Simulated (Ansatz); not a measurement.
acetamide (C2H5NO), singlet, geometry from GFN2-xTB. Base run: HF/6-31G (Ansatz, an electronic-structure program).

Geometry (Å):
```xyz
9

O      0.4238     1.3134    -0.1098
C      0.0788     0.1596    -0.0130
N      0.9735    -0.8548     0.0864
C     -1.3637    -0.2991     0.0099
H      0.6900    -1.8141     0.1669
H     -2.0173     0.5635    -0.0733
H     -1.5518    -0.9752    -0.8211
H     -1.5728    -0.8210     0.9410
H      1.9563    -0.6394     0.0792
```
All else is at Ansatz's defaults.

Variants of this job, named by their change:

```
change                                   E (Eh)
-----------------------------------  ----------
base                                 -207.88521
functional = wB97X-V                 -209.07777
functional = B2GP-PLYP               -208.78519
functional = BHLYP                   -209.01755
functional = cam_b3lyp               -209.04954
functional = blyp                    -209.07954
functional = b3lyp5                  -209.03145
functional = B97M-V                  -209.11556
functional = revpbe                  -209.09169
functional = pbe0                    -208.90990
functional = b3lyp                   -209.14978
functional = PBE-QIDH                -208.73179
functional = b3lyp; dispersion = d4  -209.15726
```

Total energies compare only within one method and basis.
